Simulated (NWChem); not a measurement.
System: SiH3S3F; SMILES F[Si](S)(S)S

NWChem input:

```
start job
memory heap 200 mb stack 900 mb global 1100 mb
geometry units angstroms
  F      0.000000     0.000000    -1.774338
  Si     0.000000     0.000000    -0.150216
  S     -0.602631     1.911254     0.544950
  S     -1.353879    -1.477521     0.544950
  S      1.956510    -0.433733     0.544950
  H      0.283100     2.577565    -0.231986
  H     -2.373787    -1.043611    -0.231986
  H      2.090687    -1.533954    -0.231986
end
basis spherical
  * library 3-21g
end
dft
  xc hfexch
  iterations 150
end
driver
  maxiter 120
end
task dft optimize
task dft freq
```

NWChem printed, in part:

```
             Northwest Computational Chemistry Package (NWChem) 7.3.0
             --------------------------------------------------------

 C3  symmetry detected

                             Geometry "geometry" -> ""
                             -------------------------

 Output coordinates in angstroms (scale by  1.889725989 to convert to a.u.)

  No.       Tag          Charge          X              Y              Z
 ---- ---------------- ---------- -------------- -------------- --------------
    1 F                    9.0000    -0.00000000     0.00000000    -1.87419714
    2 Si                  14.0000    -0.00000000     0.00000000    -0.25007514
    3 S                   16.0000    -1.60738865     1.19681152     0.44509086
    4 S                   16.0000    -0.23277486    -1.99044517     0.44509086
    5 S                   16.0000     1.84016351     0.79363365     0.44509086
    6 H                    1.0000    -1.27931073     2.25551581    -0.33184514
    7 H                    1.0000    -1.31367863    -2.23567350    -0.33184514
    8 H                    1.0000     2.59298936    -0.01984231    -0.33184514

 Effective nuclear repulsion energy (a.u.)     445.7013779216

      Symmetry information
      --------------------

 Group name             C3
 Group number              5
 Group order               3
 No. of unique centers     4

                                Z-matrix (autoz)
                                --------

 Units are Angstrom for bonds and degrees for angles

      Type          Name      I     J     K     L     M      Value
      ----------- --------  ----- ----- ----- ----- ----- ----------
    1 Stretch                  1     2                       1.62412
    2 Stretch                  2     3                       2.12116
    3 Stretch                  2     4                       2.12116
    4 Stretch                  2     5                       2.12116
    5 Stretch                  3     6                       1.35356
    6 Stretch                  4     7                       1.35356
    7 Stretch                  5     8                       1.35356
    8 Bend                     1     2     3               109.13102
    9 Bend                     1     2     4               109.13102
   10 Bend                     1     2     5               109.13102
   11 Bend                     2     3     6                93.98685
   12 Bend                     2     4     7                93.98685
   13 Bend                     2     5     8                93.98685
   14 Bend                     3     2     4               109.80927
   15 Bend                     3     2     5               109.80927
   16 Bend                     4     2     5               109.80927
   17 Torsion                  1     2     3     6         -50.71340
   18 Torsion                  1     2     4     7         -50.71340
   19 Torsion                  1     2     5     8         -50.71340
   20 Torsion                  3     2     4     7          68.86775
   21 Torsion                  3     2     5     8        -170.29456
   22 Torsion                  4     2     3     6        -170.29456
   23 Torsion                  4     2     5     8          68.86775
   24 Torsion                  5     2     3     6          68.86775
   25 Torsion                  5     2     4     7        -170.29456

  xc_inp: hfexch multiplicative factor not found.

                           NWChem Geometry Optimization
                           ----------------------------

 maximum gradient threshold         (gmax) =   0.000450
 rms gradient threshold             (grms) =   0.000300
 maximum cartesian step threshold   (xmax) =   0.001800
 rms cartesian step threshold       (xrms) =   0.001200
 fixed trust radius                (trust) =   0.300000
 source of zmatrix                         =   autoz

[...]

      ----------------------
      Optimization converged
      ----------------------

  Step       Energy      Delta E   Gmax     Grms     Xrms     Xmax
  ---- ---------------- -------- -------- -------- -------- --------
@    8   -1574.84723243 -3.6D-08  0.00002  0.00001  0.00062  0.00122
                                     ok       ok       ok       ok

                                Z-matrix (autoz)
                                --------

 Units are Angstrom for bonds and degrees for angles

      Type          Name      I     J     K     L     M      Value     Gradient
      ----------- --------  ----- ----- ----- ----- ----- ---------- ----------
    1 Stretch                  1     2                       1.63061    0.00000
    2 Stretch                  2     3                       2.19527    0.00001
    3 Stretch                  2     4                       2.19527    0.00001
    4 Stretch                  2     5                       2.19527    0.00001
    5 Stretch                  3     6                       1.35112   -0.00002
    6 Stretch                  4     7                       1.35112   -0.00002
    7 Stretch                  5     8                       1.35112   -0.00002
    8 Bend                     1     2     3               109.64656   -0.00000
    9 Bend                     1     2     4               109.64656   -0.00000
   10 Bend                     1     2     5               109.64656   -0.00000
   11 Bend                     2     3     6               100.53762   -0.00000
   12 Bend                     2     4     7               100.53762   -0.00000
   13 Bend                     2     5     8               100.53762   -0.00000
   14 Bend                     3     2     4               109.29532    0.00000
   15 Bend                     3     2     5               109.29532    0.00000
   16 Bend                     4     2     5               109.29532    0.00000
   17 Torsion                  1     2     3     6         -53.34289   -0.00000
   18 Torsion                  1     2     4     7         -53.34289   -0.00000
   19 Torsion                  1     2     5     8         -53.34289   -0.00000
   20 Torsion                  3     2     4     7          66.87127   -0.00000
   21 Torsion                  3     2     5     8        -173.55705   -0.00000
   22 Torsion                  4     2     3     6        -173.55705   -0.00000
   23 Torsion                  4     2     5     8          66.87127   -0.00000
   24 Torsion                  5     2     3     6          66.87127   -0.00000
   25 Torsion                  5     2     4     7        -173.55705   -0.00000

                         Geometry "geometry" -> "geometry"
                         ---------------------------------

 Output coordinates in angstroms (scale by  1.889725989 to convert to a.u.)

[...]

 Rotational Constants
 --------------------
 A=   0.054650 cm-1  (  0.078628 K)
 B=   0.054650 cm-1  (  0.078628 K)
 C=   0.038902 cm-1  (  0.055970 K)

 Temperature                      =   298.15K
 frequency scaling parameter      =   1.0000

 Zero-Point correction to Energy  =   20.746 kcal/mol  (  0.033061 au)
 Thermal correction to Energy     =   25.964 kcal/mol  (  0.041376 au)
 Thermal correction to Enthalpy   =   26.556 kcal/mol  (  0.042320 au)

 Total Entropy                    =   88.258 cal/mol-K
   - Translational                =   40.826 cal/mol-K (mol. weight = 145.9150)
   - Rotational                   =   26.824 cal/mol-K (symmetry #  =        3)
   - Vibrational                  =   20.607 cal/mol-K

 Cv (constant volume heat capacity) =   26.531 cal/mol-K
   - Translational                  =    2.979 cal/mol-K
   - Rotational                     =    2.979 cal/mol-K
   - Vibrational                    =   20.572 cal/mol-K

[normal modes left out]

 ----------------------------------------------------------------------------
 Normal Eigenvalue ||           Projected Infra Red Intensities
  Mode   [cm**-1]  || [atomic units] [(debye/angs)**2] [(KM/mol)] [arbitrary]
 ------ ---------- || -------------- ----------------- ---------- -----------
    1       -0.000 ||    0.000008           0.000         0.008       0.003
    2       -0.000 ||    0.000326           0.008         0.318       0.112
    3       -0.000 ||    0.000062           0.001         0.060       0.021
    4       -0.000 ||    0.000307           0.007         0.299       0.106
    5       -0.000 ||    0.000004           0.000         0.004       0.001
    6        0.000 ||    0.000225           0.005         0.219       0.078
    7      120.829 ||    0.012599           0.291        12.282       4.347
    8      120.830 ||    0.012599           0.291        12.282       4.347
    9      182.849 ||    0.013484           0.311        13.145       4.653
   10      182.850 ||    0.013484           0.311        13.145       4.653
   11      196.432 ||    0.000808           0.019         0.788       0.279
   12      260.117 ||    0.043392           1.001        42.300      14.972
   13      260.117 ||    0.043392           1.001        42.300      14.972
   14      265.344 ||    0.093800           2.164        91.441      32.365
   15      384.473 ||    0.003279           0.076         3.197       1.131
   16      550.931 ||    0.171595           3.959       167.280      59.208
   17      550.931 ||    0.171595           3.959       167.280      59.208
   18      821.351 ||    0.008168           0.188         7.963       2.819
   19      855.645 ||    0.006186           0.143         6.031       2.135
   20      855.645 ||    0.006186           0.143         6.031       2.135
   21      984.673 ||    0.091918           2.121        89.606      31.716
   22     2641.678 ||    0.000344           0.008         0.335       0.119
   23     2642.189 ||    0.000900           0.021         0.877       0.310
   24     2642.189 ||    0.000900           0.021         0.877       0.310
 ----------------------------------------------------------------------------
```

Level: Hartree-Fock/3-21G.
